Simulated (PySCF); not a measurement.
Cl₅Nb, singlet, at a GFN2-xTB geometry (such geometries of metal compounds can be far from the true shape) (core potentials on Nb), with bond 2-1 at 2.2 times its length; PBE0/def2-SV(P) run with PySCF.

PySCF was given this input:
```python
from pyscf import gto, scf, dft

mol = gto.M(
    atom='''
Nb    0.00000000    0.00000000    0.00000000
Cl    4.08735886   -0.87084692   -2.68176462
Cl    0.99260993   -0.98374584    1.83231779
Cl   -0.99260993    0.98374584   -1.83231779
Cl   -1.65217834   -1.53614236    0.07029074
Cl   -0.20571205    1.93198187    1.14869318
''',
    basis='def2-sv(p)',
    ecp={'Nb': 'def2-sv(p)'},
    verbose=3,
)

mf = dft.RKS(mol)
mf.xc = 'pbe0'
mf.kernel()
mo_i, mo_e, stable_i, stable_e = mf.stability(internal=True, external=True, return_status=True, nroots=6, tol=1e-6)
print('internally stable:', stable_i, ' externally stable:', stable_e)
if not stable_e:
    umf = mf.to_uhf() if not hasattr(mf, 'xc') else mf.to_uks()
    umf.scf_summary = {}
    umf.kernel(umf.make_rdm1(mo_e, umf.mo_occ))
```

It wrote (shortened):

```
converged SCF energy = -2356.56788410506
<class 'pyscf.dft.rks.RKS'> wavefunction is stable in the internal stability analysis
<class 'pyscf.dft.rks.RKS'> wavefunction has an real -> complex instability
<class 'pyscf.dft.rks.RKS'> wavefunction has an RHF/RKS -> UHF/UKS instability
internally stable: True  externally stable: False

SCF not converged.
SCF energy = -2356.60621804297 after 50 cycles  <S^2> = 0.99075102  2S+1 = 2.2277801
```

The run did not converge; its last values are not results.
